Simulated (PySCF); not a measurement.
## Worked example: oscillator strength and radiative lifetime

PbHBr, SMILES [Br][PbH] (connectivity only; charge and spin as stated), neutral, multiplicity 1.

Geometry: PBE0-D3(BJ)/def2-TZVP. The def2 effective core potentials stand for the cores of Pb; spin–orbit coupling is left out.

TDA-PBE0/def2-TZVPD (PySCF 2.14.0) puts the first singlet state with f over 0.02 at 4.21 eV (vertical), with the transition dipole (-0.064, -0.461, 0.000) in atomic units.

Question: Find the oscillator strength, the wavelength and the radiative lifetime that this transition would have in vacuum if emission retraced absorption.

Answer: 
|μ|² = 0.2166 au, so |μ| = 1.18 D. ΔE = 4.21/27.211 = 0.1547 hartree. f = (2/3) ΔE |μ|² = 0.022 (the program prints 0.022).
λ = 1239.84/4.21 = 294 nm; ν = 33956 cm⁻¹.
Einstein's coefficient A = 0.6670 ν² f s⁻¹ (ν in cm⁻¹) = 1.7e7 s⁻¹, so τ = 1/A = 58 ns. This state is S3; the lower singlets have f = 0.006, 0.006. The figure is the radiative limit of this one transition; relaxation, internal conversion, crossing to triplets and a medium change what is measured.
